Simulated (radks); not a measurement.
Q: Ce I, 58 electrons, occupied as [Xe] 4f1 5d0.75 6s2 7s0.25 (fractional occupations, a model configuration). Calculated with a radial shooting solver on a logarithmic mesh with Libxc functionals: Dirac Kohn-Sham, BLYP, spin-unpolarised, spherical densities, point nucleus; open shells fill j = l - 1/2 first.

Spin-orbit splittings of the eigenvalues, e(l+1/2) - e(l-1/2), with zeta = 2 splitting/(2l+1) and mean radii in bohr:

shell  occ.  splitting (eV)  zeta (eV)  <r> j=l-1/2  <r> j=l+1/2
2p        6               ?          ?      0.08794      0.09414
3p        6           87.78      58.52       0.2681       0.2803
3d       10           18.85      7.541       0.2514       0.2552
4p        6           18.88      12.59       0.6561       0.6835
4d       10           3.306      1.323       0.7390       0.7488
4f        1          0.3323    0.09494        1.096        1.108
5p        6           2.772      1.848        1.702        1.785
5d     0.75          0.2121    0.08483        2.828        2.891

Estimate the 2p splitting.

A: 446.8 eV (zeta = 297.9 eV).
